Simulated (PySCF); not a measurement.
The dipole of `CC(C)C1=C[SiH2]C=C1F` from its density and from atomic charges.

Coordinates (PBE0-D3(BJ)/def2-SVP, Å) and charges (e) from the PBE0/pcSseg-1 density (PySCF):

```
atom       x       y       z  Mulliken      IAO  Hirshfeld  ESP-fitted
  C1  -2.106   0.368  -1.043   -0.2168  -0.4067    -0.1135     -0.6077
  C2  -1.177  -0.509  -0.218   -0.2771  -0.1033    -0.0233     +0.4926
  C3  -1.637  -0.586   1.242   -0.2232  -0.4055    -0.1166     -0.5441
  C4   0.263  -0.069  -0.285   -0.2950  +0.0022    +0.0072     -0.0993
  C5   0.741   1.128  -0.694   -0.3288  -0.4529    -0.1484     -0.4616
 Si6   2.603   1.107  -0.494   +0.7440  +0.7734    +0.3256     +0.5784
  C7   2.613  -0.638   0.156   -0.4121  -0.5153    -0.1833     -0.5856
  C8   1.325  -1.015   0.164   +0.3530  +0.2923    +0.0911     +0.3504
  F9   0.909  -2.222   0.547   -0.2643  -0.2611    -0.0595     -0.1882
 H10  -1.783   0.424  -2.094   +0.1262  +0.1407    +0.0394     +0.1390
 H11  -2.145   1.395  -0.644   +0.1137  +0.1315    +0.0380     +0.1535
 H12  -3.130  -0.032  -1.021   +0.1210  +0.1399    +0.0431     +0.1527
 H13  -1.209  -1.535  -0.627   +0.1341  +0.1437    +0.0362     -0.0082
 H14  -0.996  -1.254   1.835   +0.1308  +0.1448    +0.0331     +0.1426
 H15  -2.669  -0.966   1.302   +0.1189  +0.1374    +0.0423     +0.1294
 H16  -1.614   0.413   1.706   +0.1113  +0.1357    +0.0360     +0.1397
 H17   0.087   1.921  -1.057   +0.1004  +0.1555    +0.0466     +0.1999
 H18   3.110   2.122   0.480   -0.0797  -0.1121    -0.0726     -0.1069
 H19   3.351   1.275  -1.778   -0.0797  -0.1121    -0.0725     -0.1093
 H20   3.414  -1.307   0.470   +0.1232  +0.1719    +0.0511     +0.2325
```

Question: What dipole does each set of charges give (1 e·Å = 4.803 D), and what does the density give?

Answer: The full density gives (-0.74, 0.73, -0.27) D, 1.07 D in size; dipole vectors point from the negative to the positive end.

```csv
scheme,μx,μy,μz,size (D),share of the full size (%),angle to the full dipole (°)
Mulliken,0.92,3.31,-0.49,3.47,323,60
IAO,0.60,2.65,-0.84,2.84,265,56
Hirshfeld,-0.19,0.53,-0.27,0.62,58,26
ESP-fitted,-0.74,0.75,-0.26,1.09,101,1
```

Question: Which set comes closest?

Answer: Length of the difference vector: ESP-fitted 0.02 D, Hirshfeld 0.59 D, IAO 2.41 D, Mulliken 3.08 D. Closest: ESP-fitted. 

Question: What is left for the Hirshfeld atoms' own dipoles?

Answer: The Hirshfeld atoms' densities add up to the full density, so μ = Σ q r + Σ (atomic dipoles). The atomic dipoles sum to (-0.74, 0.73, -0.27) − (-0.19, 0.53, -0.27) = (-0.55, 0.20, 0.00) D, 0.59 D in size.

Question: With the origin at the mean of the coordinates, (-0.003, 0.001, -0.103) Å, which are the largest single terms, by size, of the ESP-fitted dipole along the direction of the full one?

Answer: C7 +6.49, C1 -5.66, H20 -3.79, C8 -2.82, Si6 -2.66 D; all 20 atoms together +1.09 D. The single terms depend on the origin, their sum doesn't.

Question: Give the size of the full dipole in other units.

Answer: 1.07 D = 0.423 au = 0.224 e·Å = 3.58 × 10⁻³⁰ C·m.

The structure is a single PBE0-D3(BJ)/def2-SVP conformer in the gas phase; no vibrational or solvent corrections.

These values come from a run that also computed NMR shieldings. Hardware: one thread of an Arm Neoverse V1, on a shared host. Cost: 38 s of wall time, 1.1 GiB resident at most.

Shape of the structure used: `[CH3:1][CH:2]([CH3:3])[C:4]1=[CH:5][SiH2:6][CH:7]=[C:8]1[F:9]`: C1–C2–C4–C5 17°.
